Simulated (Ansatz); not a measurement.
**A relaxation, step by step**

AlSiNH6F2, singlet, PBE0-D4/def2-TZVP (Ansatz 0.2.0). Settings:

```yaml
hamiltonian: {xc: pbe0, dispersion: d4}
relax: {f_tol: 0.005, max_steps: 200}
```

Start, a step off a saddle point along its unstable mode:

```
11
angstrom
Al -0.2677 0.4879 -1.1438
N 1.4837 0.5131 -0.9003
F -0.8993 -0.7008 -2.1080
F -1.0978 1.9074 -0.9530
H 0.4281 -0.1601 0.4330
Si -0.7004 -0.6597 1.3658
H 2.1008 -0.1988 -1.2546
H 1.9851 1.3239 -0.5787
H -0.5303 0.1573 2.5791
H -2.1499 -0.5999 0.9707
H -0.3523 -2.0701 1.5897
```

```tsv
step	energy less the last (meV)	largest force component (eV/Å)
1	742.8	0.783
2	292.5	0.818
3	95.2	0.598
4 (rejected trial)	101.8	1.100
5	58.6	0.220
6	24.4	0.064
7	4.3	0.092
8	1.3	0.055
9	0.7	0.058
10	0.0	0.020
11	0.0	0.008
12	0.0	0.002
```

Step 3, positions (Å) and forces (eV/Å):

```
atom       x       y       z      Fx      Fy      Fz
 Al1  -0.094   0.521  -1.190   0.306   0.115  -0.207
  N2   1.682   0.657  -1.192  -0.598   0.016  -0.138
  F3  -0.833  -0.749  -1.968   0.180   0.263   0.267
  F4  -1.031   1.844  -0.819   0.227  -0.349  -0.005
  H5   0.150  -0.236   0.560  -0.360  -0.159   0.296
 Si6  -0.901  -0.756   1.549   0.146   0.161  -0.342
  H7   2.301  -0.054  -1.542   0.048   0.040  -0.017
  H8   2.185   1.465  -0.868   0.051  -0.009  -0.039
  H9  -0.688   0.081   2.751  -0.077  -0.057   0.023
 H10  -2.260  -0.605   0.964   0.160  -0.035   0.108
 H11  -0.510  -2.169   1.755  -0.083   0.013   0.053
```

Step 6, positions (Å) and forces (eV/Å):

| atom | x | y | z | Fx | Fy | Fz |
| --- | --- | --- | --- | --- | --- | --- |
| Al1 | -0.026 | 0.528 | -1.194 | -0.017 | 0.006 | -0.017 |
| N2 | 1.718 | 0.711 | -1.307 | 0.006 | 0.015 | -0.032 |
| F3 | -0.781 | -0.768 | -1.885 | 0.059 | 0.025 | 0.030 |
| F4 | -0.977 | 1.802 | -0.746 | 0.064 | -0.031 | 0.005 |
| H5 | 0.090 | -0.259 | 0.602 | 0.017 | -0.006 | 0.018 |
| Si6 | -0.947 | -0.767 | 1.564 | -0.030 | -0.024 | 0.050 |
| H7 | 2.346 | -0.004 | -1.637 | -0.028 | 0.049 | -0.012 |
| H8 | 2.231 | 1.508 | -0.967 | -0.023 | -0.027 | -0.045 |
| H9 | -0.766 | 0.050 | 2.785 | -0.022 | -0.006 | 0.015 |
| H10 | -2.298 | -0.619 | 0.989 | -0.005 | 0.011 | -0.025 |
| H11 | -0.589 | -2.183 | 1.796 | -0.022 | -0.011 | 0.014 |

Step 11, positions (Å) and forces (eV/Å):

| atom | x | y | z | Fx | Fy | Fz |
| --- | --- | --- | --- | --- | --- | --- |
| Al1 | 0.038 | 0.490 | -1.099 | -0.008 | 0.002 | -0.005 |
| N2 | 1.744 | 0.757 | -1.405 | 0.000 | 0.000 | 0.001 |
| F3 | -0.707 | -0.846 | -1.721 | 0.005 | 0.004 | 0.003 |
| F4 | -0.906 | 1.739 | -0.572 | 0.006 | -0.004 | -0.001 |
| H5 | 0.174 | -0.316 | 0.739 | 0.000 | -0.001 | 0.001 |
| Si6 | -0.999 | -0.775 | 1.574 | 0.000 | -0.001 | 0.003 |
| H7 | 2.357 | 0.089 | -1.839 | -0.002 | 0.003 | 0.001 |
| H8 | 2.241 | 1.598 | -1.168 | -0.002 | -0.003 | -0.001 |
| H9 | -0.928 | 0.023 | 2.819 | -0.001 | 0.000 | -0.001 |
| H10 | -2.258 | -0.547 | 0.838 | 0.002 | 0.000 | 0.000 |
| H11 | -0.756 | -2.211 | 1.833 | -0.001 | 0.000 | -0.001 |

Last step (12):

```
11
angstrom
Al 0.0376 0.4903 -1.0996
N 1.7436 0.7573 -1.4050
F -0.7060 -0.8461 -1.7213
F -0.9049 1.7388 -0.5717
H 0.1745 -0.3167 0.7398
Si -0.9995 -0.7749 1.5743
H 2.3572 0.0891 -1.8394
H 2.2412 1.5987 -1.1681
H -0.9290 0.0224 2.8192
H -2.2576 -0.5471 0.8380
H -0.7570 -2.2116 1.8338
```

Hardware: 8 CPU threads of an Arm Neoverse V1, shared host. Wall time about 22 s.
